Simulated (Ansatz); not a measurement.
## Telling isomers of BHOSn apart by their spectra

These gas-phase data were calculated for one isomer of BHOSn at PBE0-D4/def2-TZVP (harmonic, unscaled wavenumbers; equilibrium rotational constants with average atomic masses):

| Quantity | Value |
| --- | --- |
| rotational constants | 161, 2.411, 2.376 GHz |
| all wavenumbers above 1500 cm⁻¹ | 1965, 1755 |
| dipole moment | 4.17 D (PBE0/def2-TZVPD) |

Candidates:

(1) `[BH]1[O][Sn]1`, a singlet
(2) `O=[B][SnH]`, a singlet

Question: Which candidate do the data belong to?

Answer: Candidate (2). No mode falls between 2350 and 2900 cm⁻¹, where the B–H stretch of (1) would stand.

The same quantities for all candidates:

```tsv
	rotational constants (GHz)	wavenumbers above 1500 cm⁻¹	dipole (D)	E above the lowest, PBE0-D4/def2-TZVP (kcal/mol)
(1)	37.85, 5.013, 4.427	2617	2.25	2.5
(2)	161, 2.411, 2.376	1965, 1755	4.17	0.0
```

Each candidate is one conformer. Atoms past krypton carry core potentials. Programs: Ansatz 0.2.0.
